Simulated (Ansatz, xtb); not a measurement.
# C4H2F2S: which of two isomers lies lower

Structure I is `Fc1csc(F)c1`, a singlet and structure II is `Fc1cscc1F`, a singlet. Both are isolated molecules in the gas phase, relaxed with B3LYP-D3(BJ)/def2-SVP.

I (Å):

```
atom    x (Å)    y (Å)    z (Å)
   C  -1.2977   1.9790   1.7054
   C  -2.0059   0.9374   2.2348
   C  -0.9180   0.4232   0.0743
   C  -0.6586   1.7076   0.4555
   F  -1.1955   3.1711   2.2932
   F  -0.4938  -0.1809  -1.0252
   S  -1.9165  -0.4578   1.1955
   H  -2.5675   0.9130   3.1653
   H  -0.0557   2.4179  -0.1074
```

II (Å):

```xyz
9

C    -1.9571    1.8696    1.1547
C    -1.5720    1.5243    2.4202
C    -0.2737    0.3356    0.6449
C    -1.2140    1.1891    0.1385
F    -2.9167    2.7416    0.8575
F    -1.4445    1.3936   -1.1556
S    -0.2908    0.3583    2.3775
H    -1.9759    1.8958    3.3591
H     0.4161   -0.2944    0.0882
```

Quicker runs give these differences E(II) − E(I): GFN2-xTB +0.77 kcal/mol; HF/STO-3G +2.40 kcal/mol (at GFN2-xTB geometries); r2SCAN-D4/def2-SVP −0.46 kcal/mol (at GFN2-xTB geometries).

**Question.** Which of the two would you expect CCSD(T)/def2-SVP + ΔMP2/def2-TZVPP electronic energies to favour?

**Answer.** Not settled: CCSD(T)/def2-SVP + ΔMP2/def2-TZVPP gives E(II) − E(I) = −1.28 kcal/mol, but this leans on the basis-set step: CCSD(T) alone gives −0.71 kcal/mol.

How the difference moves with the method:

| level | geometry | E(II) − E(I) (kcal/mol) | departure from the last row (kcal/mol) | job, with rough time for the two |
| --- | --- | --- | --- | --- |
| GFN2-xTB | GFN2-xTB | +0.77 | +2.05 | optimisation, 0.38 s |
| HF/STO-3G | GFN2-xTB | +2.40 | +3.68 | single point, 1.9 s |
| r2SCAN-D4/def2-SVP | GFN2-xTB | −0.46 | +0.82 | single point, 9.9 s |
| B3LYP-D3(BJ)/def2-SVP | B3LYP-D3(BJ)/def2-SVP | −0.65 | +0.63 | optimisation, 79 s |
| HF/def2-SVP | B3LYP-D3(BJ)/def2-SVP | −0.88 | +0.40 | part of the CCSD(T) run |
| MP2/def2-SVP | B3LYP-D3(BJ)/def2-SVP | −0.87 | +0.41 | part of the CCSD(T) run |
| CCSD(T)/def2-SVP | B3LYP-D3(BJ)/def2-SVP | −0.71 | +0.57 | single point |
| CCSD(T)/def2-SVP + ΔMP2/def2-TZVPP | B3LYP-D3(BJ)/def2-SVP | −1.28 |  | single point, 1.8 min |

As drawn, both hold the same kinds of bond in the same numbers.

GFN2-xTB, HF/STO-3G put the two in the other order. r2SCAN-D4/def2-SVP finds them nearly level. The largest departure from CCSD(T)/def2-SVP + ΔMP2/def2-TZVPP is that of HF/STO-3G, 3.68 kcal/mol. The last row adds to CCSD(T) the change of the MP2 difference between the two basis sets, here −0.57 kcal/mol.

With thermal terms from frequencies at re-optimised GFN2-xTB minima (ideal gas, soft modes damped towards free rotors, one conformer each, 298.15 K, 1 atm): on the last row, ΔE + ΔZPE = −1.31, ΔH = −1.31, ΔG = −0.90 kcal/mol.

The correlated steps freeze 11 core orbitals. Codes used: Ansatz 0.2.0, xtb 6.7.1; the last row on 2 threads of AMD EPYC (Zen 3) on a shared host.
